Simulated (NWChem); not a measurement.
**Relativistic effects in HIn**

```
In
H 1 1.8630
```
Charge 0, spin multiplicity 1.

Program: NWChem. Structure: optimised with PBE0/def2-SVP with def2 effective core potentials on In, a minimum by its harmonic frequencies.

Functional PBE0, all-electron basis x2c-SVPall-2c, contracted for the X2C Hamiltonian and used here with ZORA. The ion keeps the geometry and has multiplicity 2 in the scalar run; the spin-orbit run starts from the same electron counts.

The cost column gives rough processor time relative to scalar ZORA; each entry includes its own SCF.

The structure started from a generated list of species. No SCF solution was tested for a lower state.

```csv
Hamiltonian,ΔSCF ionisation energy (eV),HOMO (eV),LUMO (eV),gap (eV),relative cost
scalar ZORA,7.94,-5.66,-1.71,3.95,1
spin-orbit ZORA,(withheld),(withheld),(withheld),(withheld),under 3
```

Question: What belongs in the gaps?

Answer: 
- spin-orbit ZORA, ΔSCF ionisation energy (eV): 7.95
- spin-orbit ZORA, HOMO (eV): -5.67
- spin-orbit ZORA, LUMO (eV): -1.81
- spin-orbit ZORA, gap (eV): 3.87
